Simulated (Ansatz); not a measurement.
Computed with Ansatz on PBE0-D4/def2-TZVP structures; ΔE is electronic, products minus reactants. CCSD(T)/CBS adds triple-zeta CCSD(T) − MP2 to the extrapolated MP2 energy (def2 sets, frozen cores). This one scheme is used for every species. Functionals use def2-TZVPP. For Ge outer-core shells are correlated without core-valence functions, which leaves a few kJ/mol of doubt a bond. Scalar relativity is left out up to krypton. Each species was taken in one conformer, which may not be the lowest.

Consider the cleavage of the Ge–Si bond: `[CH3][GeH]([F])[SiH2]F` + `BN` → `B[NH][GeH]([CH3])[F]` + `F[SiH3]`.

`[CH3][GeH]([F])[SiH2]F`:

Z-matrix (Å, degrees):
```
C
Ge 1 1.942
H 1 1.090 2 109.5
H 1 1.092 2 110.2 3 119.9
H 1 1.090 2 110.0 3 -120.1
F 2 1.755 1 105.9 3 56.3
Si 2 2.395 1 114.8 3 172.8
H 2 1.544 1 112.1 3 -57.5
F 7 1.606 2 108.7 1 -36.6
H 7 1.483 2 111.7 1 -156.1
H 7 1.487 2 110.6 1 81.4
```

`BN`:

```xyz
6

B     0.671    0.103    0.069
N    -0.691   -0.106   -0.071
H     1.277    0.611   -0.829
H     1.208   -0.231    1.086
H    -1.260   -0.527    0.642
H    -1.205    0.150   -0.897
```

`B[NH][GeH]([CH3])[F]`:

Cartesian coordinates in Å:
```
B 0.716 2.223 -0.252
N 0.076 1.028 -0.588
Ge 0.481 -0.627 0.101
C -1.113 -1.648 0.488
F 1.296 -1.506 -1.168
H 0.373 3.247 -0.771
H 1.596 2.201 0.561
H -0.661 1.060 -1.278
H 1.496 -0.432 1.229
H -0.841 -2.654 0.810
H -1.691 -1.165 1.277
H -1.729 -1.724 -0.409
```

`F[SiH3]`:

Cartesian coordinates in Å:
```
F -0.890 -1.092 -0.669
Si 0.023 0.028 0.017
H -0.798 1.248 0.205
H 1.172 0.306 -0.877
H 0.493 -0.490 1.324
```

| level | ΔE (kcal/mol) |
| --- | --- |
| PBE | 0.4 |
| HF/def2-TZVPP | -8.1 |
| SCS-MP2/def2-TZVPP | -8.1 |
| CCSD(T)/def2-TZVPP | -6.5 |

(1) What does CCSD(T)/CBS give? (An estimate is asked.)

Largest T1 diagnostic among the species: 0.012.

Answers

(1) The calculation gave: -5.3 kcal/mol. The listed levels differ from it by 5.7, -2.8, -2.8, -1.2 kcal/mol.

From PBE to PBE0 (25 % exact exchange), in def2-TZVPP and without D4, ΔE moves by −1.7 kcal/mol.
